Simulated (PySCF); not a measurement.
**Partial charges of Se(CCH)2**

Compound: Se(CCH)2, C4H2Se.
Cartesian coordinates in Å at the PBE0-D3(BJ)/def2-SVP level; atoms count from 1:
```
atom  x, y, z in Å
Se1    0.0001    0.0313   -1.6091
C2     1.3917   -0.0045   -0.4236
C3     2.3708   -0.0293    0.2935
H4     3.2337   -0.0499    0.9337
C5    -1.3918    0.0217   -0.4234
C6    -2.3708    0.0175    0.2943
H7    -3.2338    0.0133    0.9346
```

Density: PBE0/pcSseg-1 (PySCF); schemes: Mulliken, IAO, Hirshfeld and ESP-fitted. Geometry: PBE0-D3(BJ)/def2-SVP; no solvent, vibrations or thermal averaging. The calculation is non-relativistic, for selenium too.

Question: Which atoms carry the highest charge in the Mulliken, IAO, Hirshfeld and ESP-fitted schemes?

Answer: The schemes don't all agree: Mulliken Se1 (+0.249); IAO Se1 (+0.472); Hirshfeld Se1 (+0.205); ESP-fitted H7 (+0.273).

Question: Which atoms carry the lowest charge in the Mulliken, IAO, Hirshfeld and ESP-fitted schemes?

Answer: The schemes don't all agree: Mulliken C3 and C6 (-0.266); IAO C2 and C5 (-0.241); Hirshfeld C2 and C5 (-0.112); ESP-fitted C6 (-0.262).

Question: Give the atomic charges in each scheme.

Answer: In e:

```csv
atom,environment,Mulliken,IAO,Hirshfeld,ESP-fitted
Se1,selenium bonded to 2 C,+0.249,+0.472,+0.205,+0.216
C2,carbon bonded to C and Se,+0.054,-0.241,-0.112,-0.124
C3,carbon bonded to C and H,-0.266,-0.203,-0.094,-0.256
H4,hydrogen on C3,+0.087,+0.209,+0.103,+0.271
C5,carbon bonded to C and Se,+0.054,-0.241,-0.112,-0.118
C6,carbon bonded to C and H,-0.266,-0.203,-0.094,-0.262
H7,hydrogen on C6,+0.087,+0.209,+0.103,+0.273
```

Mean size of the charges over all atoms: IAO 0.254 e, ESP-fitted 0.217 e, Mulliken 0.152 e, Hirshfeld 0.118 e. Each set sums to the total charge, 0, to within 0.001 e. The IAO scheme projects the occupied orbitals on a minimal set of polarised atomic orbitals and counts the electrons in each atom's part of it.

Question: Sum the charges by element, for elements with more than one atom.

Answer: 
```json
{"element": "C", "atoms": "4", "Mulliken": "-0.423", "IAO": "-0.889", "Hirshfeld": "-0.412", "ESP-fitted": "-0.760"}
{"element": "H", "atoms": "2", "Mulliken": "+0.174", "IAO": "+0.417", "Hirshfeld": "+0.207", "ESP-fitted": "+0.544"}
```

Question: How many electrons does the Mulliken scheme count on C3?

Answer: Z − q = 6 − (-0.266) = 6.266.

The run behind these numbers computed NMR shieldings as well. Time: 6.8 s. Hardware: an x86-64 server with one thread, no GPU, shared host.
